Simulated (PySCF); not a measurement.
Calculations on `F[Se](F)(F)(F)(F)F`, in the order of a workflow; each names the level of the geometry that it ran on. Settings lines and outputs come from a driver script.

Compound: SeF₆.
Bonds: Se1–F2, Se1–F3, Se1–F4, Se1–F5, Se1–F6, Se1–F7.

Step 1: PBE0-D3(BJ)/def2-SVP geometry optimisation, gas phase (PySCF 2.14.0) (from the GFN2-xTB geometry)
```json
{"job": {"xc": "PBE0", "basis": "def2-SVP", "d3": "d3bj", "grid": 1, "maxiter": 40, "shake": 0.03, "kind": "geom"}, "charge": 0, "multiplicity": 1}
```
```
step   0  E = -2998.88243877  max force = 0.109416
step   1  E = -2998.89933810  max force = 0.020075
step   2  E = -2998.87524569  max force = 0.042673
step   3  E = -2998.89689528  max force = 0.015723
step   4  E = -2998.90015403  max force = 0.005624
step   5  E = -2998.90059253  max force = 0.002831
step   6  E = -2998.89890284  max force = 0.010954
step   7  E = -2998.90038941  max force = 0.003986
step   8  E = -2998.90066933  max force = 0.000841
step   9  E = -2998.90067009  max force = 0.000963
step  10  E = -2998.90068163  max force = 0.000233
optimisation converged
```

Final energy -2998.90068 Eh after 10 steps; dipole 0.00 D. Energies in Eh; «max force» is the largest Cartesian gradient component in Eh/bohr.

On one thread, Arm Neoverse V2 (aarch64), shared host with 32 logical CPUs at a one-minute load of 9.5, this took 53 s of wall time and 0.47 GiB of memory at its peak.

Step 2: TDDFT B3LYP/def2-SVPD, vertical, gas phase, core orbitals frozen in the response (PySCF 2.14.0, density-fitted response routines) (on the PBE0-D3(BJ)/def2-SVP geometry)
```json
{"job": {"kind": "uv", "xc": "B3LYP", "basis": "def2-SVPD", "ip": false, "nstates": 10}, "charge": 0, "multiplicity": 1}
```
```
...
Static polarisability (au): isotropic 35.798, principal 35.782 35.794 35.817
Singlet excitations
state   eV       nm        f      main configurations
  1   6.4894    191.1   0.00000   H->L 0.99
  2   6.4896    191.1   0.00000   H-1->L 0.99
  3   6.4897    191.0   0.00000   H-2->L 0.99
  4   7.2823    170.3   0.00000   H-3->L 0.99
  5   7.2850    170.2   0.00000   H-4->L 0.99
  6   7.2865    170.2   0.00000   H-5->L 0.99
  7   7.6558    161.9   0.05560   H-6->L 0.98
  8   7.6572    161.9   0.05566   H-7->L 0.98
  9   7.6598    161.9   0.05577   H-8->L 0.98
 10   8.9427    138.6   0.00000   H-11->L 0.99
Triplet excitations (Tamm-Dancoff, eV): 6.0700 6.0702 6.0703 6.8690
```

HOMO -12.59 eV, LUMO -4.56 eV; lowest singlet 6.49 eV; lowest triplet 6.07 eV (Tamm–Dancoff); mean polarisability 35.8 au.

Hardware: one thread of an Arm Neoverse V2, no GPU (shared host). Cost: 23 s of wall time (with the writing of density and orbital grids), 0.80 GiB resident at most.

Step 3: delta-SCF UKS SCAN, pcX-2 on the ionised atom, pcseg-1 elsewhere, spin-free X2C (PySCF 2.14.0) (on the PBE0-D3(BJ)/def2-SVP geometry)
```json
{"job": {"kind": "xps", "metal_2p": true}, "charge": 0, "multiplicity": 1}
```
```
...
ground state, core basis on atom 1 (F), 142 functions
  E(ground) = -3022.69241989 Eh
hole in F 1s of atom 1
  E(ion) = -2997.17880004 Eh   <S^2> = 0.7580   hole on atom = 1.000   binding energy = 694.261 eV
```

F1s of F2 694.26 eV; one atom stands for each set of equivalent ones. SCF cycles are left out; they run on a coarse grid, and E(ground) and E(ion) are re-evaluated on a finer one. The log counts atoms from 0, this text from 1.

On one thread, Arm Neoverse V2 (aarch64), shared host with 32 logical CPUs at a one-minute load of 9.6, this took 4.0 s wall and 0.48 GiB of memory at its peak.

Geometry of the electronic-property runs (PBE0-D3(BJ)/def2-SVP):
```
atom  x, y, z in Å
Se1    0.0131   -0.0147   -0.0098
F2     0.0091   -0.0167    1.6935
F3     0.0166   -0.0118   -1.7129
F4     1.7161   -0.0081   -0.0082
F5    -1.6901   -0.0212   -0.0126
F6     0.0065    1.6884   -0.0053
F7     0.0205   -1.7180   -0.0132
```

